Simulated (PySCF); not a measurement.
# Mayer bond orders and bond lengths

Species: C₅H₅ClO.
SMILES with atom numbers: `[O:1]=[C:2]1[CH2:3][CH:4]=[C:5]1[CH2:6][Cl:7]` (hydrogens: H8, H9 on C3; H10 on C4; H11, H12 on C6)

Structure used (GFN2-xTB), in Å, numbered top down from 1:
```
atom  x, y, z in Å
O1    -0.7588    2.0700   -0.8998
C2    -0.7198    0.9710   -0.4356
C3    -1.7713   -0.0817   -0.0286
C4    -0.5592   -0.8993    0.3582
C5     0.3449    0.0271   -0.0021
C6     1.8191    0.1380    0.0012
Cl7    2.5771   -1.3415    0.6576
H8    -2.4285    0.2172    0.7867
H9    -2.3697   -0.4718   -0.8505
H10   -0.4764   -1.8848    0.7766
H11    2.1432    0.9758    0.6228
H12    2.2005    0.2792   -1.0127
```

Bond orders from the PBE0/pcSseg-1 density (PySCF). The structure is a single GFN2-xTB conformer in the gas phase; no vibrational or solvent corrections.

Question: Where do the orders between heavy atoms depart from those drawn in the SMILES?

Answer: The largest departure is 0.343, at C4–C5 (drawn double, 1.657). Drawn double or triple, more than 0.30 short of the drawn order: C4–C5 (1.657).

Question: Give the Mayer order of every bond between heavy atoms, beside its length.

Answer: 
| bond | drawn as | length (Å) | Mayer order |
| --- | --- | --- | --- |
| O1–C2 | double | 1.194 | 2.077 |
| C2–C3 | single | 1.543 | 0.978 |
| C3–C4 | single | 1.512 | 1.028 |
| C4–C5 | double | 1.344 | 1.657 |
| C5–C6 | single | 1.478 | 0.978 |
| C6–Cl7 | single | 1.787 | 1.006 |
| C5–C2 | single | 1.487 | 0.964 |

Bonds between the same two heavy elements. C–C: lowest C5–C2 (0.964, 1.487 Å), highest C4–C5 (1.657, 1.344 Å); in 2 of the 10 pairs the longer bond (by over 0.003 Å) has the higher order (by 0.02 or more).

Question: And the bonds to hydrogen?

Answer: C–H: 0.92 to 1.03 (5 bonds).

Question: Sum the orders of all bonds at each heavy atom with more than one neighbour and set the sums beside the valence in the SMILES.

Answer: C2 4.019 (drawn 4), C3 3.848 (drawn 4), C4 3.711 (drawn 4), C5 3.599 (drawn 4), C6 3.826 (drawn 4). Orders between atoms that aren't bonded are not in these sums.

For a closed shell the Mayer order of atoms A and B is Σ (PS)μν (PS)νμ over the basis functions μ on A and ν on B, with P the density and S the overlap matrix.
